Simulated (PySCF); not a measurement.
Al(H)(NCO)(OMe) (C2H4AlNO2), SMILES C[O][AlH][N]=C=O.

Coordinates come from a PBE-D3(BJ)/def2-SVP optimisation. The structure was generated by enumeration; whether it is a known compound was not checked. Other conformers were not sampled.

Level of theory: r2SCAN/def2-TZVP (PySCF).

Gas-phase values at a fixed geometry.

* **total energy**: -526.29952 hartree
* **point group**: Cs
* **highest occupied level**: -7.18 eV
* **lowest empty level**: -1.46 eV
* **orbital gap**: 5.72 eV
* **dipole moment**: 1.66 D
* **quadrupole, principal values (traceless, Buckingham form, about the centre of nuclear charge)**: -13.96, 5.72, 8.24 D·Å
* **mean static polarisability**: 61.2 bohr³ (9.07 Å³)
* **polarisability, principal values**: 44.1, 57.7, 81.9 bohr³
